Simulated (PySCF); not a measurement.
H$_{5}$BN, charge +1, singlet, at a GFN2-xTB geometry. Base run: DF-PBE/3-21G run with PySCF.

Here is a job for PySCF.
```python
from pyscf import gto, scf, dft

mol = gto.M(
    atom='''
B     0.882639    0.092840   -0.007377
N    -0.616010   -0.067843   -0.009475
H     1.537489   -0.852543    0.171414
H     1.320212    1.160973   -0.156671
H    -0.930545    0.076520    0.961326
H    -0.927964   -1.006052   -0.287862
H    -1.100315    0.631803   -0.584997
''',
    basis='3-21g',
    charge=1,
    spin=0,
    verbose=5,
)

mf = dft.RKS(mol)
mf.xc = 'pbe'
mf = mf.density_fit(auxbasis='def2-universal-jkfit')
mf.kernel()
```

The base run was repeated with changes; each row names its change, and settings that it needs were set with it.

```tsv
change	basis functions	E (Eh)	HOMO (eV)	HOMO-LUMO gap (eV)	core-seconds (rough)
base	28	-81.76045	-14.65	5.73	3
basis = 6-31G	28	___	-14.57	___	3
basis = 6-31G*	38	-82.20352	-14.54	5.72	3
basis = pc-1	53	___	-14.58	___	4
basis = def2-SVP	53	-82.14626	-14.54	5.60	4
basis = cc-pVDZ	53	___	___	___	4
basis = 6-311G**	66	-82.23386	-14.58	5.64	5
basis = 6-311++G**	79	-82.23433	-14.58	5.64	6
basis = def2-SVPD	___	___	-14.58	___	5
basis = aug-pcseg-1	91	-82.19466	-14.58	5.61	7
basis = cc-pVTZ	130	-82.24126	-14.57	5.62	10
basis = def2-TZVPP	132	-82.24357	-14.57	5.62	9
basis = cc-pVQZ	260	-82.24801	-14.58	5.63	20
```

**Question.** Complete the blanks.

**Answer.** 
- basis = 6-31G, E (Eh): -82.19053
- basis = 6-31G, HOMO-LUMO gap (eV): 5.74
- basis = pc-1, E (Eh): -82.19129
- basis = pc-1, HOMO-LUMO gap (eV): 5.65
- basis = cc-pVDZ, E (Eh): -82.20965
- basis = cc-pVDZ, HOMO (eV): -14.52
- basis = cc-pVDZ, HOMO-LUMO gap (eV): 5.59
- basis = def2-SVPD, basis functions: 80
- basis = def2-SVPD, E (Eh): -82.15205
- basis = def2-SVPD, HOMO-LUMO gap (eV): 5.58

Totals compare only among sets that treat the same electrons; sets with core potentials leave the core out.
